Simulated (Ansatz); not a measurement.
C2H8FNSi, SMILES `CC[SiH](N)F`, relaxed with RKS PBE-D4/def2-SVP in Ansatz from a rough embedded geometry. The force threshold is 0.03 eV/Å; the program also tests the step.

Total charge 0; spin multiplicity 1.

Start:

```xyz
13

C    -1.649   -0.349   -1.032
C    -0.712    0.456   -0.153
Si    0.822   -0.416    0.497
N     1.759    0.731    1.471
F     1.759   -0.784   -0.712
H    -1.045   -0.717   -1.956
H    -2.468    0.223   -1.382
H    -1.956   -1.236   -0.523
H    -1.318    0.826    0.652
H    -0.421    1.365   -0.728
H     0.497   -1.583    1.286
H     2.138    1.398    0.824
H     2.596    0.086    1.759
```

**Question.** How much energy does the relaxation release, and in how many steps? (Best estimate.)

**Answer.** Computed: 64.05 kJ/mol, in 7 steps.

**Question.** Which bonds change most? (An estimate is asked.)

**Answer.** The calculation gave: Si3–F5 from 1.573 to 1.656 Å; N4–H13 from 1.095 to 1.022 Å; Si3–H11 from 1.446 to 1.501 Å; C1–H6 from 1.163 to 1.109 Å.

**Question.** Give the relaxed structure. (Estimate.)

**Answer.** Ansatz gave: 
```xyz
13

C    -1.597   -0.351   -1.082
C    -0.709    0.477   -0.141
Si    0.822   -0.433    0.461
N     1.841    0.647    1.344
F     1.539   -1.070   -0.889
H    -1.031   -0.684   -1.976
H    -2.477    0.225   -1.434
H    -1.980   -1.265   -0.581
H    -1.276    0.813    0.754
H    -0.368    1.408   -0.647
H     0.536   -1.608    1.350
H     2.075    1.563    0.954
H     2.624    0.278    1.888
```
